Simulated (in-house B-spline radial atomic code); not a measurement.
# Excitations of Mn13+ by several methods

Full response, energies in eV; labels give the largest channel, * marks a mixed state, a dash one above the method's threshold, and an imaginary frequency an unstable closed-shell reference. Computed with an all-electron radial atomic-structure program (B-spline basis): linear response of the closed shell [Ne] 3s2 with each method's own kernel (bare exchange for TDHF, static screening on G0W0 levels for BSE, the adiabatic kernel for functionals); non-relativistic, point nucleus, no spin-orbit coupling, no double excitations, S, P, D and F terms only.

```csv
method,3s → 3p 3P,3s → 3p 1P,3s → 3d 3D,α (bohr³)
TDHF,?,?,?,?
PBE,?,?,?,?
BHandHLYP,23.973,38.47,72.45,0.4043
HSE06,25.430,38.70,72.39,0.3979
CAM-B3LYP,24.757,38.71,71.98,0.3954
BSE on G0W0@HF,25.510,39.16,77.50,0.3856
```

Task: What does PBE give?

Result: 3s → 3p 3P: 25.496; 3s → 3p 1P: 38.66; 3s → 3d 3D: 71.68; α: 0.3957 (eV, bohr³).

Task: What does TDHF give?

Result: 3s → 3p 3P: 23.225; 3s → 3p 1P: 38.14; 3s → 3d 3D: 73.83; α: 0.4186 (eV, bohr³).
